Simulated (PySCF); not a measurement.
## `C=C[C@H]1C[C@@H]1[GeH2][PH2]`, C$_{5}$H$_{11}$GeP

Cartesian coordinates in Å; atom numbers follow the order of the lines, from 1:
```xyz
18

C    -3.2126    0.6480    0.7626
C    -2.0552    0.9033    0.1749
C    -0.9988   -0.0942   -0.0329
C    -0.0967    0.0083   -1.2268
C     0.4436    0.3248    0.1313
Ge    1.7223   -0.9123    0.9727
P     3.8754   -0.8290    0.1621
H    -3.9617    1.4077    0.9012
H    -3.4557   -0.3357    1.1290
H    -1.8310    1.9011   -0.1815
H    -1.2568   -1.0950    0.2955
H     0.2069   -0.9177   -1.6971
H    -0.2608    0.8174   -1.9241
H     0.6001    1.3769    0.3428
H     1.7278   -0.6939    2.4681
H     1.1705   -2.3079    0.7868
H     3.4404   -0.7483   -1.1540
H     3.9333    0.5528    0.2836
```

Level of theory: TDDFT CAM-B3LYP/def2-SVPD circular dichroism and optical rotation, one conformer, gas phase (PySCF 2.14.0). Geometry: GFN2-xTB.

The molecule is flexible and this is one conformer; a measurement averages over conformers. The calculation is non-relativistic, which matters for the atoms heavier than Zn. States above about 8.1 eV (minus the energy of the highest occupied orbital) lie near or above the ionisation threshold and depend on the basis.

Stereocentres: C3 R, C5 S.

Question: Give the optical rotatory dispersion at 633, 589.3, 546, 436, 405, 365, 355 nm.

Answer: [α] in deg dm⁻¹ (g/mL)⁻¹:
```csv
λ (nm),origin-invariant length gauge,modified velocity gauge,length gauge (centre of mass),isotropic polarisability (au)
633,+129.0,+125.6,+128.5,124.2
589.3,+150.9,+146.8,+150.3,124.9
546,+178.9,+173.8,+178.1,125.8
436,+300.2,+290.6,+298.9,129.7
405,+358.2,+346.1,+356.7,131.6
365,+462.8,+445.4,+460.7,134.9
355,+496.2,+477.0,+494.0,135.9
```

Question: And for the mirror image at 589.3 nm?

Answer: -150.9 deg dm⁻¹ (g/mL)⁻¹ (origin-invariant length gauge): the same size and the opposite sign.

Question: What is the molar rotation [Φ] = [α]·M/100 of the geometry above at 589.3 nm?

Answer: With M = 174.75 g/mol, +263.8 deg cm² dmol⁻¹ (origin-invariant length gauge).

The first excitation lies at 6.55 eV (189 nm) with R = -59.6 × 10⁻⁴⁰ esu² cm² (velocity form).
